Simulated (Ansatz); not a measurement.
The cluster TiSi₆⁺. Charge 1, multiplicity 2. Geometry PBE0-D4/def2-SVP.

```tsv
atom	x (Å)	y (Å)	z (Å)
Ti1	-0.346	-1.705	0.727
Si2	1.994	-1.038	0.405
Si3	-0.004	1.768	-1.613
Si4	0.603	-0.534	-1.414
Si5	0.622	0.976	0.579
Si6	-1.349	0.245	1.827
Si7	-1.519	0.288	-0.512
```

LC-ωPBE has ω = 0.4 bohr⁻¹. At PBE0-D4/def2-TZVP, LC-ωPBE/def2-TZVP the charge 1 doublet is spin-contaminated (final ⟨S²⟩ up to 1.23, 0.75 for a pure state). No other spin state of charge 1 was run. Another isomer (doublet) lies 0.20 eV lower at PBE0-D4/def2-TZVP; other spin states weren't run for this one.

**Question.** Estimate the α-spin orbital energies around the gap (eV) in Ansatz with PBE-D4/def2-TZVP, revPBE-D4/def2-TZVP, r2SCAN-D4/def2-TZVP, PBE0-D4/def2-TZVP, LC-ωPBE/def2-TZVP.

**Answer.** 
```csv
orbital,PBE-D4/def2-TZVP,revPBE-D4/def2-TZVP,r2SCAN-D4/def2-TZVP,PBE0-D4/def2-TZVP,LC-ωPBE/def2-TZVP
HOMO−5,-10.82,-10.77,-11.03,-11.66,-14.08
HOMO−4,-10.42,-10.37,-10.61,-11.24,-13.38
HOMO−3,-10.17,-10.13,-10.32,-10.96,-13.28
HOMO−2,-10.06,-10.02,-10.23,-10.85,-13.12
HOMO−1,-9.45,-9.42,-9.76,-10.62,-12.98
HOMO,-9.44,-9.41,-9.74,-10.60,-12.75
LUMO,-8.37,-8.29,-8.25,-7.37,-5.64
LUMO+1,-8.07,-8.02,-8.04,-7.33,-5.30
LUMO+2,-7.76,-7.70,-7.69,-7.01,-5.29
LUMO+3,-7.67,-7.62,-7.62,-6.98,-5.02
LUMO+4,-7.44,-7.38,-7.42,-6.75,-4.54
LUMO+5,-7.14,-7.08,-7.11,-6.46,-4.12
β HOMO,-9.17,-9.13,-9.31,-10.02,-12.55
β LUMO,-8.83,-8.77,-8.74,-8.15,-6.19
```
